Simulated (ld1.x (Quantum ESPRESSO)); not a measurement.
# platinum (Pt): excitation energies, all-electron against PAW

ld1.x (Quantum ESPRESSO) 7.5 input, shortened:

```
&input
   title='Pt', zed=78., rel=1, dft='WC', iswitch=3,
   config='[Xe] 4f14 5d8.5 6s0 6p0'
 /
 &inputp
   pseudotype=3, lpaw=.true., tm=.true., lloc=-2, rcloc=1.75,
   nlcc=.true., new_core_ps=.true.,
   which_augfun='GAUSS', rmatch_augfun=1.35
 /
6
6S  1  0   0.00   0.00  1.85  2.15  0.0
6S  1  0   0.00   0.99  1.85  2.15  0.0
6P  2  1   0.00   0.00  1.80  2.50  0.0
6P  2  1   0.00  -0.35  1.80  2.50  0.0
5D  3  2   8.50   0.00  2.35  2.50  0.0
5D  3  2   0.00   2.75  2.35  2.50  0.0
 &test
   configts(1)='5d8.5 6s0 6p0'
 /
```

Energies are relative to the spin-unpolarised reference configuration 5d8.5 6s0 6p0; without spin polarisation the order of configurations can differ from experiment.

```csv
valence configuration,charge,ΔE all-electron (eV),error AE − PS (meV)
5d9 6s1 6p0,0,-17.784,-0.4
5d9 6s0 6p0,+1,-8.553,-3.9
5d8 6s1 6p1,0,-11.129,-8.4
5d9 6s0 6p1,0,-12.599,+0.5
5d9 6s0.5 6p0,+0.5,-14.069,-1.3
```

(1) What are ΔE and the potential's error for 5d9.5 6s0.5 6p0?

(2) What are ΔE and the potential's error for 5d8 6s0 6p0?

## Answers

(1) ΔE = -17.897 eV all-electron; the error (AE − PS) is -6.1 meV.

(2) ΔE = 11.449 eV all-electron; the error (AE − PS) is -10 meV.
